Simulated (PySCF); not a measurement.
Si(F)2(H)(NHMe) (CH₅F₂NSi), SMILES CN[SiH](F)F.

Geometry: PBE0-D3(BJ)/def2-SVP. This is a generated structure with no PubChem entry under its InChIKey; it may be hypothetical. One conformer was computed; it need not be the lowest.

Two levels are set side by side: TDA-PBE/def2-SVPD (PySCF) and TDA-B3LYP/def2-SVPD (PySCF). Vertical, same geometry. The lowest singlet is HOMO→LUMO 98 % with PBE and HOMO→LUMO 98 % with the other functional; states are paired by order. Differences are taken from unrounded values.

```tsv
quantity	TDA-PBE
lowest singlet excitation (eV)	5.94
lowest triplet excitation (TDA) (eV)	5.75
first bright state (f over 0.05) (eV)	7.05
its oscillator strength	0.06
```

Problem. These are the TDA-PBE values. What does TDA-B3LYP give? (Estimate from the structure and the level; the computed values follow.)

Solution. 
| quantity | TDA-B3LYP | TDA-PBE minus TDA-B3LYP |
|---|---|---|
| lowest singlet excitation (eV) | 6.43 | -0.48 |
| lowest triplet excitation (TDA) (eV) | 6.18 | -0.44 |
| first bright state (f over 0.05) (eV) | 7.64 | -0.59 |
| its oscillator strength | 0.07 | -0.01 |

Functionals without exact exchange tend to place singlet excitations lower, as here. Differences between two approximate levels are no errors against the true value.

Rough cost on one machine, each run with all the roots and properties that it gave: TDA-B3LYP against TDA-PBE about 2 times.
